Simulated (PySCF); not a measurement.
BrFH3NOSi. Atoms are numbered in the order given.

```xyz
8

N     -1.3480     0.5443     1.6256
Si    -0.0162     0.5787     0.5667
O      0.0762     1.9973    -0.2499
F      1.2754     0.3368     1.5046
Br     0.0350    -0.9787    -0.9950
H     -2.2887     0.6377     1.2589
H     -1.3240    -0.0889     2.4178
H     -0.0376     2.7841     0.2943
```
Charge 0, spin multiplicity 1.

Coordinates come from a PBE0-D3(BJ)/def2-SVP optimisation. This is a generated structure with no PubChem entry under its InChIKey; it may be hypothetical. Other conformers were not sampled.

These are PBE/def2-TZVP (PySCF) values and carry that method's errors.

Computed frontier levels, gap, dipole moment and polarisability:
The highest occupied level comes out as -6.68 eV, the lowest empty level comes out as -0.69 eV and the orbital gap comes out as 5.99 eV. The dipole moment comes out as 3.07 D, the quadrupole, principal values (traceless, Buckingham form, about the centre of nuclear charge) is -7.04, 1.88, 5.16 D·Å and the mean static polarisability is 53.9 bohr³ (7.99 Å³). The polarisability, principal values is 45.9, 50.1, 65.7 bohr³.
